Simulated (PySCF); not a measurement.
C₆H₇ClO₂.
Z-matrix (Å and degrees, GFN2-xTB geometry), rows numbered from 1:
```
O 
C   1  1.1983
C   2  1.5144  1  125.60
C   3  1.5073  2  106.79  1   178.29
O   4  1.1986  3  126.39  2   170.14
C   4  1.5287  3  108.41  2    -9.90
C   6  1.5209  4  111.00  3   143.54
Cl  7  1.7855  6  110.60  4   174.15
C   2  1.5144  1  125.77  3  -179.22
H   3  1.0922  2  111.37  1   -59.79
H   3  1.0928  2  110.56  1    57.99
H   6  1.0965  4  106.33  3   -98.74
H   7  1.0899  6  110.54  4    55.17
H   7  1.0904  6  111.22  4   -66.90
H   9  1.0933  2  107.57  1    73.92
H   9  1.0893  2  110.84  1   -42.68
```

Level of theory: CAM-B3LYP/def2-SVPD in PySCF (dipole) on a GFN2-xTB geometry, gas phase.

Take the most abundant isotopes and a rigid rotor. The values belong to one conformer with, in the numbering `[O:1]=[C:2]1[CH2:3][C:4](=[O:5])[C@H:6]([CH2:7][Cl:8])[CH2:9]1`, C4–C6–C7–Cl8 174°, O1–C2–C3–C4 178°, C2–C3–C4–O5 170°, C3–C4–C6–C7 144°, C4–C6–C9–C2 -19°.

(1) What are A, B and C (cm⁻¹)?

(2) Classify the top.

(3) Is it planar, by Δ = Ic − Ia − Ib?

(4) Give the other two planar moments, Paa and Pbb, and the rms extents of the mass along the axes.

(5) Give the coordinates in the principal-axis frame, origin at the centre of mass.

(6) List the rotational levels J(Ka,Kc) to J = 2 (K).

(7) Which lines would a microwave search look for?

(8) Estimate the classical rotational partition function at 10 K, 298.15 K and 500 K.

Answers

(1) Ia = 231.70, Ib = 574.05, Ic = 784.03 u·Å²; 505379 MHz·u·Å²/I gives 2181, 880.4 and 644.6 MHz, that is A = 0.07276, B = 0.02937, C = 0.02150 cm⁻¹.

(2) An asymmetric top: κ = (2 × 880.4 − 2181 − 644.6)/(2181 − 644.6) = -0.69.

(3) Not planar: Δ = Ic − Ia − Ib = -21.72 u·Å². For a rigid frame Δ = −2 Σ m c², so Σ m c² = 10.86 u·Å² lies off the ab plane: 7.27 from hydrogen and 3.59 from heavier atoms. The atom farthest from that plane is 1.47 Å away.

(4) Paa = Σ m a² = (Ib + Ic − Ia)/2 = 563.19 and Pbb = Σ m b² = (Ia + Ic − Ib)/2 = 220.84 u·Å². With the mass M = 146.01 u, the rms extents √(P/M) along a, b and c are 1.96, 1.23, 0.27 Å.

(5) The sense of each axis is arbitrary; atoms in the order of the calculation.
| atom | mass (u) | a (Å) | b (Å) | c (Å) |
| --- | --- | --- | --- | --- |
| O1 | 15.995 | -2.738 | 1.741 | 0.064 |
| C2 | 12.000 | -1.903 | 0.882 | 0.028 |
| C3 | 12.000 | -2.172 | -0.608 | -0.012 |
| C4 | 12.000 | -0.831 | -1.291 | -0.093 |
| O5 | 15.995 | -0.623 | -2.465 | 0.023 |
| C6 | 12.000 | 0.237 | -0.228 | -0.351 |
| C7 | 12.000 | 1.524 | -0.558 | 0.388 |
| Cl8 | 34.969 | 2.815 | 0.594 | -0.053 |
| C9 | 12.000 | -0.405 | 1.103 | 0.031 |
| H10 | 1.008 | -2.735 | -0.934 | 0.865 |
| H11 | 1.008 | -2.786 | -0.864 | -0.880 |
| H12 | 1.008 | 0.440 | -0.251 | -1.429 |
| H13 | 1.008 | 1.872 | -1.557 | 0.124 |
| H14 | 1.008 | 1.388 | -0.491 | 1.468 |
| H15 | 1.008 | -0.117 | 1.398 | 1.044 |
| H16 | 1.008 | -0.133 | 1.926 | -0.629 |

(6) Above 0(0,0), as E/k:
J = 1: 1(0,1) 0.073, 1(1,1) 0.136, 1(1,0) 0.147
J = 2: 2(0,2) 0.218, 2(1,2) 0.271, 2(1,1) 0.305, 2(2,1) 0.492, 2(2,0) 0.493
The levels of one J sum to (2J + 1)J(J + 1)(A + B + C)/3.

(7) The dipole components are |μa| = 0.13 D, |μb| = 0.46 D, |μc| = 0.02 D. Intensities carry the squares of the components, which stand as 0.08 : 1.00 : 0.00 (a : b : c). Some lines, for components of 0.1 D or more:

| type | branch | J(Ka,Kc) | MHz | lower level (cm⁻¹) |
| --- | --- | --- | --- | --- |
| a | Q | 4(2,2) ← 4(2,3) | 412 | 0.697 |
| a | Q | 2(1,1) ← 2(1,2) | 707 | 0.188 |
| a | Q | 3(1,2) ← 3(1,3) | 1412 | 0.328 |
| b | R | 2(0,2) ← 1(1,1) | 1720 | 0.094 |
| a | R | 2(1,2) ← 1(1,1) | 2814 | 0.094 |
| a | R | 2(0,2) ← 1(0,1) | 3021 | 0.051 |
| a | R | 2(1,1) ← 1(1,0) | 3286 | 0.102 |
| b | Q | 3(2,1) ← 3(1,2) | 3712 | 0.375 |
| a | R | 3(0,3) ← 2(0,2) | 4461 | 0.152 |
| a | R | 3(2,1) ← 2(2,0) | 4689 | 0.343 |
| b | R | 3(2,2) ← 2(1,1) | 8477 | 0.212 |
| b | R | 3(2,1) ← 2(1,2) | 9328 | 0.188 |
| b | Q | 4(4,0) ← 4(3,1) | 9868 | 0.937 |
| b | R | 4(3,1) ← 3(2,2) | 13279 | 0.494 |

(8) Point group C1, symmetry number σ = 1; q = (√π/σ)·√((kT/h)³/(ABC)), k/h = 20836.6 MHz/K: 4790 at 10 K, 780000 at 298.15 K, 1690000 at 500 K.

Stationary, but not proved a minimum. These are rigid-rotor constants of the computed structure; measured ground-state constants (B0) also hold zero-point vibration. Quadrupole hyperfine structure (35Cl) is left out.

On Intel Xeon at 2.50 GHz, one thread, no GPU, on a shared host, this took 2.9 min of wall time and 1.1 GiB of memory at its peak. This is the CAM-B3LYP/def2-SVPD job that gave the dipole, with the excitations it also computed.
